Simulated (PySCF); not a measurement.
C₂H₄BFO₂, SMILES FB1COCO1.

Coordinates come from a PBE-D3(BJ)/def2-SVP optimisation. The structure was generated by enumeration, and PubChem lists no compound with its InChIKey, so it may never have been made. The values are those of a single conformer.

Computed with PBE-D3(BJ)/def2-SVP (PySCF).

Harmonic, unscaled wavenumbers; measured fundamentals usually lie a few per cent lower.

```csv
mode,ν (cm⁻¹),IR (km/mol),moving atoms (share of kinetic energy)
1,163,9.1,"O 41 %, H 25 %, C 20 %, F 12 %"
2,208,4.6,"H 34 %, O 33 %, C 20 %, F 10 %"
3,363,2.8,"F 40 %, O 23 %, C 17 %, B 11 %, H 9 %"
4,444,10.6,"B 41 %, H 39 %, O 10 %"
5,552,2.7,"F 46 %, O 20 %, C 17 %, B 15 %"
6,702,0.2,"O 75 %, C 16 %"
7,789,20.5,"C 38 %, O 24 %, H 22 %, F 9 %"
8,866,10.0,"H 40 %, B 26 %, C 25 %"
9,935,33.0,"C 57 %, O 26 %, H 16 %"
10,989,108.9,"C 52 %, O 41 %"
11,1064,50.8,"C 41 %, O 29 %, H 15 %, B 13 %"
12,1113,7.8,"H 61 %, C 29 %"
13,1161,3.3,H 87 %
14,1190,4.9,H 89 %
15,1207,57.2,"H 52 %, O 23 %, C 13 %, B 10 %"
16,1291,152.3,"H 35 %, B 28 %, C 24 %, O 13 %"
17,1378,80.9,"H 56 %, B 24 %, C 8 %"
18,1403,46.4,"H 87 %, C 9 %"
19,1462,126.6,"H 66 %, B 20 %, C 8 %"
20,1487,199.9,"B 45 %, H 36 %"
21,2886,102.0,H 94 %
22,2899,43.2,H 93 %
23,3020,41.0,"H 91 %, C 9 %"
24,3035,8.8,"H 92 %, C 8 %"
```
